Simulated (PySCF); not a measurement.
Ge(OH)4 (GeH4O4), SMILES [OH][Ge]([OH])([OH])[OH].

Geometry: PBE0-D3(BJ)/def2-SVP. The isomer is the one that the SMILES or the coordinates give; other isomers of the formula were not compared. The values are those of a single conformer.

Two levels are set side by side: PBE/def2-TZVP (PySCF) and r2SCAN/def2-TZVP (PySCF). Same geometry, gas phase. Differences are taken from unrounded values.

```json
[
 {"quantity": "orbital gap (eV)", "r2SCAN": "7.08"},
 {"quantity": "highest occupied level (eV)", "r2SCAN": "-7.84"},
 {"quantity": "lowest empty level (eV)", "r2SCAN": "-0.75"},
 {"quantity": "mean polarisability (bohr³)", "r2SCAN": "40.2"}
]
```

Problem. What does PBE give, and how far is it from r2SCAN? (An estimate is asked for; the answer gives what the named calculation found.)

Solution. 
| quantity | PBE | PBE minus r2SCAN |
|---|---|---|
| orbital gap (eV) | 6.14 | -0.94 |
| highest occupied level (eV) | -7.40 | 0.43 |
| lowest empty level (eV) | -1.26 | -0.51 |
| mean polarisability (bohr³) | 41.9 | 1.7 |

Rough cost on one machine, each run with all the roots and properties that it gave: r2SCAN against PBE about 3 times.
